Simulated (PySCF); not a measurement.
**HfH3, doublet: data card**

These are results of UPBE0 in PySCF with Hf def2-TZVP with ECP60, H def2-TZVP; scalar-relativistic core potentials, no spin–orbit coupling; density-fitted integrals, not measurements.

The structure is a minimum.

```
Point group                                                                   : C3v
Bond lengths                                                                  : Hf–H 1.860 Å (×3)
Bond angles                                                                   : H–Hf–H 118.6° (×3)
Rotational symmetry number                                                    : 3
Heat capacity Cp at 298.15 K                                                  : 49.1 J/(mol K)
Atomisation energy without zero-point energy                                  : 871 kJ/mol
Highest occupied level (α)                                                    : -5.46 eV
Rotational constants                                                          : 3.18, 3.18, 1.635 cm⁻¹
Entropy at 298.15 K and 1 bar (electronic part: spin only)                    : 255.3 J/(mol K)
Principal quadrupole moments (Buckingham, traceless) about the centre of mass : -2.94, -2.94, 5.88 D Å
Enthalpy at 298.15 K above 0 K                                                : 12.16 kJ/mol
Zero-point energy                                                             : 39.2 kJ/mol
Principal polarisabilities                                                    : 48.7, 48.7, 70.8 bohr³
Dipole moment                                                                 : 0.75 D
Lowest empty level (α)                                                        : -1.98 eV
Spin squared ⟨S²⟩                                                             : 0.751
```

Harmonic modes (masses in u: Hf 179.947, H 1.008):
```json
{"symmetry": "a1", "ω (cm⁻¹)": "181", "IR (km/mol, summed over degenerate members)": "147"}
{"symmetry": "e", "ω (cm⁻¹)": "663", "IR (km/mol, summed over degenerate members)": "95.4"}
{"symmetry": "e", "ω (cm⁻¹)": "1669", "IR (km/mol, summed over degenerate members)": "1093"}
{"symmetry": "a1", "ω (cm⁻¹)": "1712", "IR (km/mol, summed over degenerate members)": "14.5"}
```

In C3v the vibrations span 2a1 + 2e.

Charges (e):
```tsv
atom	Mulliken	Löwdin	polar tensor	spin (Mulliken)	Mayer order to Hf1
Hf1	0.56	0.53	1.05	1.05	–
H2,3,4	-0.19	-0.18	-0.35	-0.02	0.95
```

Mulliken populations on Hf1 (electrons outside its core potential): s 2.97, p 6.44, d 2.00, f 0.03.

Formally Hf is in oxidation state +3, d1, with 1 unpaired electron. The Mulliken spin on Hf is 1.05. The polar-tensor charge on Hf, 1.05, is far below the formal one.

Only a few start shapes were tried, so a lower isomer may exist. Other spin states or occupations of the open shell can lie lower. No spin–orbit coupling is included, which matters more the heavier the element.

The final relaxation and frequency run took 18 s on 2 threads of a shared Arm Neoverse V1 host, with 58 basis functions and 9 gradients; the process peaked at 0.79 GiB.
